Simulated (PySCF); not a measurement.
Spinor energies of Se (selenium, neutral)

Start: [Ar] 3d10 4s1 4p4 5s1; 4s1/2 filled at m_j = +1/2; 4p1/2 filled at m_j = +1/2; 4p3/2 filled at m_j = -1/2, +1/2, +3/2; 5s1/2 filled at m_j = +1/2. Calculated with PySCF 2.14 in x2c-SVPall-2c with one added diffuse shell each of s, p, d type (6s7p4d, 47 functions): generalised Hartree-Fock with the X2C-1e Hamiltonian and a Gaussian nucleus; one run each with spin-orbit coupling (SO) switched off, then screened by Boettger's factors. This is a chosen level, not necessarily the ground level.

| spinor shell | electrons | ε, spin-free (eV) | ε, screened SO (eV) | weight of nominal j (screened SO) | rms radius, screened SO (bohr) |
| --- | --- | --- | --- | --- | --- |
| 1s1/2 | 2 | -12739.5 | -12739.2 | 1.000 | 0.0508 |
| 2s1/2 | 2 | -1701.9 | -1701.8 | 1.000 | 0.212 |
| 2p1/2 | 2 | -1493.2 | -1521.9 | 1.000 | 0.187 |
| 2p3/2 | 4 | -1493.2 | -1479.3 | 1.000 | 0.190 |
| 3s1/2 | 2 | -256.95 | -256.88 | 1.000 | 0.613 |
| 3p1/2 | 2 | -189.39 | -193.74 | 0.996 | 0.629 |
| 3p3/2 | 4 | -189.39 | -187.20 | 0.998 | 0.639 |
| 3d3/2 | 4 | -77.110 | -77.710 | 0.932 | 0.696 |
| 3d5/2 | 6 | -77.110 | -76.616 | 0.955 | 0.695 |
| 4s1/2 | 1 | -32.461 | -32.411 | 1.000 | 1.87 |
| 4p3/2 | 3 | -15.366 | -16.779 | 0.642 | 2.27 |
| 4p1/2 | 1 | -15.366 | -11.178 | 0.633 | 2.47 |
| 5s1/2 | 1 | -3.275 | -3.272 | 0.998 | 5.21 |

| quantity | spin-free | screened SO |
| --- | --- | --- |
| E (hartree) | -2427.02938 | -2427.12974 |
| M_J | 3 | 3 |
| ⟨J²⟩ | 12.025 | 12.026 |
| ⟨L²⟩ | 2.013 | 2.023 |
| ⟨S²⟩ | 6.012 | 6.004 |

Each row is a mean over spinors that exchange with the open shell spreads, by up to 1.302 eV (3s1/2).

Rows whose weight is well below 1 are mixtures of j = l ± 1/2: exchange outweighs spin-orbit coupling there, and the label is only the starting occupation.

Without spin-orbit coupling the j labels of p, d and f shells carry no meaning; the spin-free column gives the mean over the occupied spinors of each nl shell.
